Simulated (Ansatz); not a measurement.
Mulliken charges of FH4N2OTa (`[NH2][Ta]([NH2])(=[O])[F]`) from r2SCAN/def2-TZVPP in Ansatz (PBE0-D4/def2-TZVP geometry).

```
atom   x (Å)   y (Å)   z (Å)  charge (e)
  N1  -0.036   1.628   0.466      -0.501
 Ta2   0.351  -0.011  -0.571       1.084
  N3  -0.377  -1.633   0.297      -0.501
  O4  -0.477   0.153  -2.066      -0.427
  F5   2.225  -0.195  -0.805      -0.357
  H6   0.249   1.807   1.419       0.163
  H7  -0.609   2.387   0.129       0.187
  H8  -1.091  -2.219  -0.109       0.187
  H9  -0.146  -1.963   1.223       0.163
```

By hand: the dipole of these point charges (1 e Å = 4.8032 D).

Σ q r = (-0.304, 0.001, 0.603) e Å, of length 0.675 e Å = 3.24 D.

How does the dipole of the full density compare? (Estimate.)

Ansatz gave: (-0.200, -0.023, 0.845) e Å, 4.17 D; the point charges give 0.78 times that, at 14° from its direction.

Point charges leave out the atoms' own dipoles, such as those of lone pairs, and Mulliken's split depends on the basis, so the two needn't agree.
